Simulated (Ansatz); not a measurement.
Molecule: C4H2BrSe, net charge 0, doublet state. It need not be the lowest isomer of its formula. 
Geometry from a B3LYP-D3(BJ)/def2-TZVP (Ansatz, a first-principles code) optimisation:
SMILES: Brc1[c][se]cc1
```xyz
8

Br     2.1252    -1.0538    -0.3044
C      0.3815    -0.3343    -0.1118
C      0.1237     0.8938     0.3584
Se    -1.6794     1.3294     0.4361
C     -1.9635    -0.4026    -0.2607
C     -0.8025    -1.0717    -0.4638
H     -2.9655    -0.7521    -0.4504
H     -0.7530    -2.0774    -0.8572
```
Charge 0, spin multiplicity 2.

Property: atomisation energy (electronic, to ground-state atoms), in kJ/mol. Valence correlation only, unless marked. Open shells are spin-unrestricted. No spin-orbit coupling. Frozen are the shells of the preceding noble gas and the d and f shells that filled before the atom's block. No relativistic terms. The coupled-cluster limit lacks core correlation, which all-electron functionals hold. Basis-set limits of correlation are two-point, X^-3; Hartree-Fock from the larger set.

| level | program | atomisation energy (kJ/mol) |
|---|---|---|
| HF/6-31G* | Ansatz | 2223.6 |
| PBE0/STO-3G | Ansatz | 3879.5 |
| PBE0/6-31G* | Ansatz | 3326.7 |
| PBE0-D4/def2-TZVP | Ansatz + dftd4 | 3366.4 |
| B2GP-PLYP-D3(BJ)/def2-TZVPD | Ansatz + dftd3 | 3247.3 |
| RPA@PBE/cc-pVQZ | Ansatz | 2990.2 |
| CCSD/STO-3G | Ansatz | 3249.0 |
| CCSD/6-31G | Ansatz | 2727.4 |
| CCSD(T)/cc-pVTZ | Ansatz | 3145.3 |
| CCSD(T)/CBS(cc-pVTZ,cc-pVQZ) | Ansatz | 3256.4 |

The UHF reference is spin-contaminated (<S^2> 0.45 over the pure value in the largest basis).
